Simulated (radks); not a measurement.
The numbers below are computed, except where a source is named.
Task: All-electron atom: Zr1.125+ in [He] 2s2 2p(up 3, down 2.875) 3s2 3p6 3d10 4s2 4p6 4d2 5s1 (fractional occupations, a model configuration). Code: a radial shooting solver on a logarithmic mesh with Libxc functionals. Model: scalar-relativistic Kohn-Sham, LDA (Slater exchange, Perdew-Wang correlation), spin-polarised, spherical densities, finite nucleus; open shells are filled with parallel spins first (spin-orbit coupling, left out, can overturn this in heavy ions); Fermi nuclear charge, rms radius 4.2694 fm. Some entries of the table are withheld. Estimate them.

orbital   occ.  eigenvalue (hartree)  <r^2> (bohr^2)
1s up        1             -655.0527        0.001856
1s down      1             -655.0190        0.001856
2s up        1             -91.34352         0.03118
2s down      1             -91.29669         0.03119
2p up        3             -81.64978         0.02451
2p down  2.875             -81.59530         0.02452
3s up        1             -15.24996          0.2409
3s down      1             -15.23994          0.2409
3p up        3             -12.07830          0.2481
3p down      3             -12.06735          0.2481
3d up        5              -6.85060          0.2452
3d down      5              -6.83798          0.2451
4s up        1              -2.33807           1.655
4s down      1              -2.29828           1.641
4p up        3              -1.52602           2.125
4p down      3              -1.48062           2.097
4d up        2                   (1)           5.192
5s up        1              -0.42957           12.13
4d down      0                   (2)           5.216
5s down      0              -0.37119           13.10

Result: 
(1) 4d up eigenvalue (hartree): -0.44553
(2) 4d down eigenvalue (hartree): -0.38653
